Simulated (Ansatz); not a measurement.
`[CH3][AlH][N]=C=O` + `O[SiH2][SiH2][SnH3]` → `[CH3][AlH][SiH2][SnH3]` + `O=C=N[SiH2]O`  (redistribution)

Computed with Ansatz on PBE0-D4/def2-TZVP structures; ΔE is electronic, products minus reactants. CBS: MP2 limit from def2 TZ/QZ plus the TZ coupled-cluster correction, frozen cores. DFT in def2-TZVPP. def2 core potentials past Kr. For Sn outer-core shells are correlated without core-valence functions, which leaves a few kJ/mol of doubt a bond. One conformer a species, not always the lowest.

```tsv
level	ΔE (eV)
PBE-D4	0.39
B2PLYP	0.37
CCSD(T)/def2-TZVPP	0.36
HF/CBS(def2)	0.31
```

Task: What does CCSD(T)/CBS give? (An estimate is asked.)

Result: The calculation gave: +0.37 eV. The listed levels differ from it by 0.02, 0.00, -0.01, -0.06 eV.

Largest T1 diagnostic among the species: 0.015.

In def2-TZVPP, CCSD(T) changes the Hartree–Fock value by +0.04 eV (the triples alone add +0.01 eV) and MP2 by +0.05 eV. The D4 term adds +0.04 eV with B3LYP and +0.02 eV with PBE0; it sums over pairs of atoms, weighted by their polarisabilities, and B3LYP, whose exchange is more repulsive, gets the larger term.

B3LYP here is the variant with VWN-RPA as its local correlation; programs differ in this.
